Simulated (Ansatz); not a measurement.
Steps of a relaxation of H4Se4Si (`[SeH][Si]([SeH])([SeH])[SeH]`) with RKS PBE-D4/def2-SVP.

```sh
$ ansatz run in.yaml --threads 2 --pin off --events-out ev --progress --plain --max-ram 22528MiB --backend cpu
```

```yaml
crystal:
  periodic: [false, false, false]
  atoms:
    - {symbol: Se, position_ang: [-0.315300, 1.515500, -1.967300]}
    - {symbol: Si, position_ang: [0.232400, 0.104300, -0.328600]}
    - {symbol: Se, position_ang: [2.325400, -0.636700, -0.715700]}
    - {symbol: Se, position_ang: [-1.126100, -1.652900, -0.318500]}
    - {symbol: Se, position_ang: [0.149800, 1.161800, 1.670300]}
    - {symbol: H, position_ang: [-1.742400, 1.766200, -1.329400]}
    - {symbol: H, position_ang: [2.319400, -1.497500, 0.572400]}
    - {symbol: H, position_ang: [-0.407300, -2.265200, 0.865100]}
    - {symbol: H, position_ang: [-1.347500, 1.458300, 1.534600]}
basis:
  gaussian: {orbitals: def2-SVP}
hamiltonian: {xc: pbe, dispersion: d4}
relax: {f_tol: 0.03, max_steps: 200}
```

Positions (Å) and forces (eV/Å) along the path, 14 of 14 steps:

```xyz
9
step=1 energy=-269266.8338 eV
Se   -0.315    1.516   -1.967   -1.559    0.716   -0.393
Si    0.232    0.104   -0.329    0.152    0.079    0.607
Se    2.325   -0.637   -0.716    0.919   -0.484    0.713
Se   -1.126   -1.653   -0.319   -0.806   -1.167    0.218
Se    0.150    1.162    1.670   -0.549    0.495    0.647
H    -1.742    1.766   -1.329    1.436   -0.280   -0.576
H     2.319   -1.498    0.572   -0.091    0.633   -0.922
H    -0.407   -2.265    0.865   -0.288    0.249   -0.363
H    -1.347    1.458    1.535    0.787   -0.241    0.068
9
step=2 energy=-269267.1492 eV
Se   -0.314    1.423   -2.062   -0.201    0.010    0.149
Si    0.197    0.075   -0.271    0.394    0.154   -0.282
Se    2.405   -0.472   -0.703   -0.251   -0.158    0.302
Se   -1.304   -1.671   -0.345    0.247    0.061    0.162
Se    0.237    1.135    1.784   -0.257   -0.075   -0.274
H    -1.633    1.660   -1.411   -0.024    0.105   -0.158
H     2.327   -1.323    0.523    0.210    0.001   -0.119
H    -0.595   -2.244    0.837   -0.212   -0.085    0.002
H    -1.231    1.371    1.630    0.093   -0.013    0.217
9
step=3 energy=-269267.2032 eV
Se   -0.351    1.452   -2.080    0.144   -0.117   -0.008
Si    0.223    0.091   -0.303    0.034   -0.014    0.070
Se    2.432   -0.498   -0.681   -0.145    0.099   -0.020
Se   -1.280   -1.665   -0.327    0.113    0.047   -0.032
Se    0.218    1.131    1.763    0.001    0.008   -0.133
H    -1.680    1.725   -1.481   -0.055    0.004    0.054
H     2.425   -1.366    0.526   -0.018   -0.002   -0.009
H    -0.646   -2.276    0.876   -0.092    0.036    0.005
H    -1.252    1.360    1.691    0.017   -0.060    0.073
9
step=4 energy=-269267.2335 eV
Se   -0.329    1.428   -2.109   -0.015    0.004   -0.057
Si    0.247    0.105   -0.320   -0.052    0.003    0.003
Se    2.437   -0.465   -0.695    0.109    0.031   -0.030
Se   -1.244   -1.644   -0.362    0.009   -0.048    0.112
Se    0.238    1.150    1.726   -0.126    0.009    0.037
H    -1.653    1.694   -1.483    0.035    0.011   -0.032
H     2.410   -1.344    0.504    0.022   -0.009   -0.017
H    -0.763   -2.142    0.962   -0.088    0.013   -0.069
H    -1.255    1.173    1.761    0.106   -0.014    0.054
9
step=5 energy=-269267.2404 eV
Se   -0.318    1.340   -2.182    0.010   -0.016    0.102
Si    0.251    0.098   -0.322   -0.015    0.063    0.017
Se    2.491   -0.340   -0.673   -0.163   -0.051   -0.001
Se   -1.285   -1.619   -0.312    0.108   -0.039   -0.105
Se    0.211    1.124    1.741    0.077    0.066   -0.058
H    -1.588    1.742   -1.522   -0.007    0.036   -0.042
H     2.449   -1.362    0.404    0.070   -0.034    0.008
H    -0.852   -2.113    1.022   -0.020    0.003    0.058
H    -1.272    1.084    1.828   -0.059   -0.028    0.021
9
step=6 energy=-269267.2507 eV
Se   -0.312    1.358   -2.173    0.041    0.002   -0.002
Si    0.253    0.106   -0.324   -0.053    0.005    0.030
Se    2.475   -0.365   -0.691    0.010   -0.021   -0.032
Se   -1.259   -1.630   -0.343    0.079   -0.068    0.163
Se    0.225    1.145    1.728   -0.195   -0.005    0.013
H    -1.605    1.733   -1.547   -0.006    0.016   -0.005
H     2.480   -1.348    0.425    0.004    0.006   -0.015
H    -0.908   -2.061    1.047   -0.050    0.042   -0.152
H    -1.261    1.015    1.860    0.172    0.022    0.000
9
step=7 energy=-269267.2536 eV
Se   -0.309    1.345   -2.168    0.091   -0.058   -0.009
Si    0.234    0.098   -0.301    0.041    0.023   -0.069
Se    2.465   -0.357   -0.689   -0.039    0.060   -0.045
Se   -1.236   -1.670   -0.307    0.046   -0.032    0.091
Se    0.175    1.160    1.736   -0.110    0.001    0.004
H    -1.576    1.824   -1.560   -0.022    0.003    0.057
H     2.506   -1.406    0.361   -0.048   -0.016    0.014
H    -0.862   -2.066    1.083   -0.045    0.000   -0.073
H    -1.309    1.025    1.828    0.085    0.019    0.028
9
step=8 energy=-269267.2602 eV
Se   -0.322    1.299   -2.188    0.046   -0.037    0.009
Si    0.231    0.098   -0.300    0.044    0.014   -0.049
Se    2.470   -0.312   -0.663   -0.037    0.044   -0.020
Se   -1.158   -1.735   -0.288   -0.030    0.006    0.005
Se    0.116    1.217    1.706   -0.004   -0.012    0.017
H    -1.496    1.905   -1.512   -0.033    0.023    0.012
H     2.452   -1.469    0.266    0.009   -0.036    0.018
H    -0.852   -2.068    1.130    0.020   -0.010    0.015
H    -1.354    1.020    1.832   -0.016    0.008   -0.007
9
step=9 energy=-269267.2599 eV rejected
Se   -0.333    1.289   -2.189    0.102   -0.043   -0.031
Si    0.231    0.098   -0.300    0.027    0.006   -0.024
Se    2.472   -0.307   -0.649   -0.020    0.085   -0.080
Se   -1.154   -1.739   -0.285   -0.025    0.006    0.011
Se    0.111    1.221    1.703   -0.013   -0.013    0.014
H    -1.488    1.919   -1.506   -0.070    0.038    0.041
H     2.449   -1.481    0.254    0.000   -0.075    0.054
H    -0.842   -2.070    1.131    0.019   -0.017    0.017
H    -1.359    1.023    1.824   -0.020    0.013   -0.002
9
step=10 energy=-269267.2610 eV
Se   -0.320    1.297   -2.188    0.020   -0.019    0.013
Si    0.231    0.098   -0.300    0.026    0.006   -0.026
Se    2.469   -0.311   -0.663   -0.026    0.018   -0.005
Se   -1.163   -1.732   -0.283   -0.020    0.002   -0.003
Se    0.113    1.213    1.709    0.004   -0.002    0.014
H    -1.495    1.909   -1.514   -0.008    0.010    0.002
H     2.456   -1.473    0.262    0.004   -0.012    0.001
H    -0.844   -2.072    1.130    0.017   -0.007    0.012
H    -1.358    1.024    1.828   -0.015    0.005   -0.008
9
step=11 energy=-269267.2602 eV rejected
Se   -0.332    1.264   -2.189   -0.120    0.105    0.084
Si    0.221    0.094   -0.287    0.003   -0.008    0.007
Se    2.465   -0.284   -0.636   -0.005   -0.163    0.080
Se   -1.141   -1.762   -0.250    0.014    0.016    0.012
Se    0.067    1.233    1.708   -0.001   -0.006   -0.016
H    -1.442    1.983   -1.493    0.114   -0.083   -0.084
H     2.440   -1.532    0.186    0.011    0.143   -0.086
H    -0.782   -2.092    1.157    0.003   -0.011   -0.001
H    -1.408    1.050    1.788   -0.018    0.007    0.004
9
step=12 energy=-269267.2620 eV
Se   -0.319    1.292   -2.181    0.005   -0.004   -0.006
Si    0.226    0.096   -0.292   -0.003   -0.001    0.003
Se    2.463   -0.307   -0.658    0.001    0.005   -0.004
Se   -1.170   -1.734   -0.265    0.015   -0.011    0.019
Se    0.097    1.212    1.716   -0.016    0.008   -0.001
H    -1.482    1.930   -1.511   -0.004    0.006    0.007
H     2.455   -1.492    0.239   -0.003   -0.009    0.002
H    -0.802   -2.094    1.133   -0.008    0.004   -0.023
H    -1.381    1.051    1.802    0.014    0.003    0.003
9
step=13 energy=-269267.2623 eV
Se   -0.328    1.279   -2.182   -0.023    0.024    0.002
Si    0.223    0.095   -0.288   -0.024   -0.014    0.029
Se    2.462   -0.299   -0.644    0.015   -0.029    0.013
Se   -1.149   -1.753   -0.254   -0.001   -0.003   -0.001
Se    0.073    1.229    1.710    0.008    0.007    0.005
H    -1.459    1.966   -1.500    0.030   -0.023   -0.010
H     2.448   -1.523    0.204   -0.010    0.036   -0.021
H    -0.779   -2.108    1.145    0.003    0.006   -0.007
H    -1.404    1.067    1.792    0.001   -0.004   -0.009
9
step=14 energy=-269267.2624 eV
Se   -0.328    1.279   -2.181   -0.016    0.016    0.012
Si    0.223    0.095   -0.287    0.003    0.000   -0.003
Se    2.462   -0.299   -0.644    0.001   -0.025    0.010
Se   -1.150   -1.752   -0.255    0.008    0.006    0.006
Se    0.077    1.229    1.710   -0.007   -0.004   -0.009
H    -1.457    1.959   -1.492    0.007   -0.003   -0.014
H     2.438   -1.519    0.206    0.008    0.013   -0.009
H    -0.775   -2.103    1.142   -0.003   -0.005    0.001
H    -1.401    1.065    1.784   -0.003    0.003    0.006
```

Hardware: 2 threads of an AMD EPYC 7R13 on a shared host. Wall time 70 s, peak host memory 0.35 GiB.
